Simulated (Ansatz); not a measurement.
`O=C=[N][Ga]([Cl])[Cl]` + H₂S → `[SH][Ga]([Cl])[Cl]` + `N=C=O` at 298.15 K and 1 bar (ligand exchange at a Ga–N bond).

Gas-phase electronic energies from Ansatz, PBE0-D4/def2-TZVP geometries. CCSD(T)/CBS adds triple-zeta CCSD(T) − MP2 to the extrapolated MP2 energy (def2 sets, frozen cores). This one scheme is used for every species. For Ga outer-core shells are correlated without core-valence functions, which leaves a few kJ/mol of doubt a bond. Scalar relativity is left out up to krypton. One conformer a species, not always the lowest.

| species | CCSD(T)/CBS energy (Eh) | H − E (kJ/mol) | S (J/(mol·K)) |
| --- | --- | --- | --- |
| `O=C=[N][Ga]([Cl])[Cl]` | -3011.56329 | 64.5 | 385.0 |
| H₂S | -398.97279 | 49.9 | 205.7 |
| `[SH][Ga]([Cl])[Cl]` | -3242.02309 | 51.1 | 350.0 |
| `N=C=O` | -168.51995 | 67.5 | 238.3 |

H − E and S are ideal-gas, rigid-rotor, harmonic terms from PBE0-D4/def2-TZVP, for one conformer and one mirror image of each species. 1 Eh = 2625.50 kJ/mol, R = 8.31446 J/(mol·K).

**Question.** By hand: ΔE, ΔH, ΔS and ΔG.

**Answer.** ΔE = (-3242.02309) + (-168.51995) − (-3011.56329) − (-398.97279) = -0.00696 Eh = -18.3 kJ/mol. Δ(H − E) = 51.1 + 67.5 − 64.5 − 49.9 = 4.2, so ΔH = -14.1 kJ/mol. ΔS = 350.0 + 238.3 − 385.0 − 205.7 = -2.4 J/(mol·K). ΔG = -14.1 − 298.15 × (-2.4)/1000 = -13.4 kJ/mol.

**Question.** By hand: the equilibrium constant, and the temperature at which ΔG would vanish if ΔH and ΔS stayed fixed.

**Answer.** log₁₀ K = −ΔG/(RT ln 10) = 2.3. ΔG = 0 at ΔH/ΔS = 5875 K, far beyond where these terms or the molecules hold.

The number of gas molecules stays the same, so ΔS is small and ΔH decides. A doubt of 5 kJ/mol in ΔE shifts log₁₀ K by 0.9 here. Other conformers and mirror images would add mixing entropy, several J/(mol·K) or more a flexible species. Modes under 60 cm⁻¹, often nearly free rotors, make the harmonic entropy too high. These are equilibria of isolated gas molecules and say nothing of rates. Largest T1 diagnostic: 0.018 (customary marks: 0.02 for closed shells, 0.045 for open ones).
